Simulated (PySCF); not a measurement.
**Computed properties of propoxymethylsilane (C4H12OSi), SMILES CCCOC[SiH3]**

propoxymethylsilane (C4H12OSi), SMILES CCCOC[SiH3]. Geometry: B3LYP-D3(BJ)/def2-SVP. Other conformers were not sampled. All values are computed for the isolated molecule unless a solvent is named; none is compared with measurement here.

**Structure.** All 48 harmonic modes at B3LYP-D3(BJ)/def2-SVP (PySCF) are real, so it is a minimum. With heavy atoms numbered as in [CH3:1][CH2:2][CH2:3][O:4][CH2:5][SiH3:6], the shortest bond between them is O4–C5 at 1.409 Å and the longest C5–Si6 at 1.900 Å.

**Vibrations.** The strongest infrared lines (harmonic, unscaled, degenerate partners summed) lie at 928 cm⁻¹ (228 km/mol, H 88 %, Si 9 %), 1178 cm⁻¹ (169 km/mol, O 46 %, C 42 %, H 12 %), 2215 cm⁻¹ (117 km/mol, H 97 %). The softest mode is at 58 cm⁻¹ and the zero-point energy is 94.7 kcal/mol.

**Electronic structure.** r2SCAN/def2-TZVP (PySCF) places the frontier levels at -6.29 and 0.40 eV, a gap of 6.69 eV, and gives a dipole moment of 1.38 D. PBE/def2-TZVP (PySCF) at the same geometry gives -5.98 and -0.10 eV, so its gap is 0.81 eV narrower. An orbital gap is neither the optical nor the fundamental gap.

**Excitations.** TDA-PBE0/def2-SVPD (PySCF) has S1 at 6.87 eV (181 nm, f = 0.021, weak); the most intense of the 6 singlets computed lies at 7.83 eV (f = 0.04). T1 (TDA) is at 6.69 eV, 0.18 eV under S1. TDA-PBE/def2-SVPD (PySCF) puts S1 at 5.81 eV. No vertical singlet excitation falls in the visible range (under 3.1 eV).

**NMR.** GIAO shifts at PBE0/pcSseg-1 (PySCF) (non-relativistic, atoms alike by connectivity averaged): ¹³C from 15.4 to 81.1 ppm against TMS; ¹H from 1.3 to 4.2 ppm against TMS; ²⁹Si at -68.0 ppm against TMS.

**Solvation.** SMD-B3LYP/6-31G* (PySCF) gives 0.7 kcal/mol in water, -3.7 kcal/mol in ethanol, -3.3 kcal/mol in chlorobenzene (1 M in both phases, gas-phase geometry).
